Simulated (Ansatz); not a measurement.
The first iterations of a band of BH5O2Si + BrH (11 atoms, charge 0, multiplicity 1).

Computed with Ansatz, RKS B3LYP-D4/def2-SVP.

```json
{"movable images": "5", "climbing image": "yes", "spring": "5.0 eV/Å²", "optimiser": "quadratic models (default)", "start path": "through a guess of the saddle point", "force threshold": "0.05 eV/Å", "iteration limit": "60", "end points": "relaxed"}
```

Initial state:

```xyz
11
Properties=species:S:1:pos:R:3
B -0.570 0.560 -0.828
Si 1.247 -0.259 -0.362
O -0.653 1.187 -2.031
O -1.682 0.502 -0.049
H 0.452 -0.856 2.423
Br -0.860 -1.219 2.880
H 2.358 0.275 -1.202
H 1.612 0.008 1.074
H 1.226 -1.749 -0.499
H -1.548 1.523 -2.197
H -1.583 0.028 0.791
```

Final state:

```xyz
11
Properties=species:S:1:pos:R:3
B -1.723 0.126 -0.003
Si 2.082 -0.427 0.058
O -0.945 -0.228 -1.047
O -2.134 1.405 0.165
H 1.163 -0.476 1.228
Br -2.238 -1.270 1.255
H 1.851 0.832 -0.710
H 3.493 -0.424 0.547
H 1.869 -1.608 -0.823
H -0.737 0.524 -1.620
H -2.681 1.546 0.948
```

| iteration | highest image above the first end (eV) | largest band force component (eV/Å) |
| --- | --- | --- |
| 1 | 4.466 | 14.605 |
| 2 | 1.364 | 2.987 |
| 3 | 1.142 | 1.499 |
| 4 | 1.356 | 0.989 |
| 5 | 1.246 | 1.006 |

Does the band converge within its limit, and where does its top end?

The run converged. It ended after 17 iterations with the highest image 1.100 eV above the first end. Neighbouring images differ by up to 1.8 eV, so the band resolves the path poorly. A vibrational analysis at the climbing image gives one clearly imaginary mode, 652i cm⁻¹: a first-order saddle point. The orbitals stay closed-shell, which can raise the energy where a bond breaks towards radicals; this wasn't checked here.

Run time: 5.1 min on 4 threads of Arm Neoverse N1 (shared host), peak memory 0.36 GiB.
